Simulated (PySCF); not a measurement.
CH8Cl2Si3, SMILES Cl[Si](Cl)([SiH3])C[SiH3]. Atoms are numbered in the order given.

```xyz
14

Si     2.0522     0.4838    -1.8594
C      1.2002    -0.8336    -0.7961
Si    -0.2094    -0.2334     0.2704
Si    -2.1033     0.5227    -0.8788
Cl    -0.8145    -1.7802     1.5341
Cl     0.4842     1.3435     1.4499
H      1.0252     1.2625    -2.6113
H      2.9642    -0.1744    -2.8388
H      2.8367     1.4134    -1.0032
H      0.8016    -1.6275    -1.4524
H      1.9522    -1.3064    -0.1408
H     -1.7647     1.7269    -1.6895
H     -3.1575     0.8653     0.1161
H     -2.5979    -0.5575    -1.7823
```
Charge 0, spin multiplicity 1.

Coordinates come from a B3LYP-D3(BJ)/def2-SVP optimisation. The structure was generated by enumeration, and PubChem lists no compound with its InChIKey, so it may never have been made. The values are those of a single conformer.

Two levels are set side by side: PBE/pcSseg-1 (PySCF) and B3LYP/pcSseg-1 (PySCF). GIAO shifts against HCl (³⁵Cl), TMS (²⁹Si), TMS (¹H), TMS (¹³C) at the same level; non-relativistic, no solvent, atoms listed together averaged. Without spin–orbit terms, shifts of atoms bonded to Cl or Br come out too high at both levels. Differences are taken from unrounded values.

```json
[
 {"quantity": "δ(²⁹Si) of Si1 (ppm)", "B3LYP": "-71.9", "PBE": "-74.4", "PBE minus B3LYP": "-2.6"},
 {"quantity": "δ(¹³C) of C2 (ppm)", "B3LYP": "8.7", "PBE": "9.9", "PBE minus B3LYP": "1.2"},
 {"quantity": "δ(²⁹Si) of Si3 (ppm)", "B3LYP": "58.6", "PBE": "58.2", "PBE minus B3LYP": "-0.4"},
 {"quantity": "δ(²⁹Si) of Si4 (ppm)", "B3LYP": "-98.8", "PBE": "-104.7", "PBE minus B3LYP": "-5.9"}
]
```

Rough cost on one machine, each run with all the roots and properties that it gave: B3LYP against PBE within a factor of 2.
